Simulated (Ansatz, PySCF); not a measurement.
Ga(Br)(Me)(OH) (CH4BrGaO), SMILES [CH3][Ga]([OH])[Br]. Atoms are numbered in the order given.

```xyz
8

Ga     0.6618     0.5778    -0.0378
Br    -0.7156    -1.2726    -0.3053
C      0.5470     2.1797    -1.1522
H      0.7181     1.9124    -2.2055
H      1.3002     2.9125    -0.8302
H     -0.4575     2.6203    -1.0669
O      1.8606     0.4447     1.2788
H      1.8328    -0.3882     1.7680
```
Charge 0, spin multiplicity 1.

Geometry: B3LYP-D3(BJ)/def2-SVP. The structure was generated by enumeration; whether it is a known compound was not checked. Other conformers were not sampled.

Two levels are set side by side: PBE-D3(BJ)/def2-SVP (Ansatz, a first-principles code) and B3LYP-D3(BJ)/def2-SVP (Ansatz). Each level has its own optimised geometry; the coordinates shown are those of the second. Frequencies come from the Hessian of PySCF at each geometry. Differences are taken from unrounded values.

```csv
quantity,B3LYP-D3(BJ),PBE-D3(BJ),PBE-D3(BJ) minus B3LYP-D3(BJ)
mean bond length (Å),1.475,1.482,0.007
bond Ga1–Br2 (Å),2.322,2.324,0.002
bond Ga1–C3 (Å),1.955,1.955,0.000
bond Ga1–O7 (Å),1.786,1.799,0.013
bond C3–H4 (Å),1.100,1.107,0.007
bond C3–H5 (Å),1.099,1.106,0.007
bond C3–H6 (Å),1.100,1.107,0.007
bond O7–H8 (Å),0.966,0.976,0.009
highest harmonic wavenumber (cm⁻¹),3844,3729,-115
mean harmonic wavenumber (cm⁻¹),1221,1192,-29
zero-point energy (kcal/mol),31.42,30.68,-0.74
```

GGA bonds tend to be longer and softer than those of functionals with exact exchange. Differences between two approximate levels are no errors against the true value.
